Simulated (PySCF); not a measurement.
UHF on Sc⁻ (scandium, charge -1), [Ar] 3d2 4s2, high-spin 3F determinant. Calculation: PySCF 2.14, in def2-QZVPPD; no relativity, point nucleus.

```
cycle= 1 E= -759.689762746368  delta_E= -0.00462  |g|= 0.0233  |ddm|= 0.0431
cycle= 2 E= -759.689968268928  delta_E= -0.000206  |g|= 0.00573  |ddm|= 0.0104
cycle= 3 E= -759.689989777056  delta_E= -2.15e-05  |g|= 0.0011  |ddm|= 0.0163
cycle= 4 E= -759.689993177391  delta_E= -3.4e-06  |g|= 0.000838  |ddm|= 0.0102
cycle= 5 E= -759.689995283263  delta_E= -2.11e-06  |g|= 0.000139  |ddm|= 0.0173
cycle= 6 E= -759.689995390028  delta_E= -1.07e-07  |g|= 1.89e-05  |ddm|= 0.00554
cycle= 7 E= -759.689995392636  delta_E= -2.61e-09  |g|= 6.3e-06  |ddm|= 0.000793
cycle= 8 E= -759.689995393029  delta_E= -3.93e-10  |g|= 3.32e-06  |ddm|= 0.000462
converged SCF energy = -759.689995393029  <S^2> = 2.0445571  2S+1 = 3.0295591
```

Highest occupied orbital energy: 0.206 eV; ⟨L²⟩ = 12.04; populations by l: s 8.00, p 12.00, d 2.00, f 0.00.

Question: Can this result be used?

Answer: With care. Self-consistency was reached. The configuration of this anion was assumed by filling the next shell in order. It is not the known or likely ground configuration (Ca⁻, Sr⁻ and Ba⁻, for instance, bind a p electron), so these values are not the electron affinity of the element. At UHF the highest occupied level has a positive energy, so only the finite basis holds that electron.
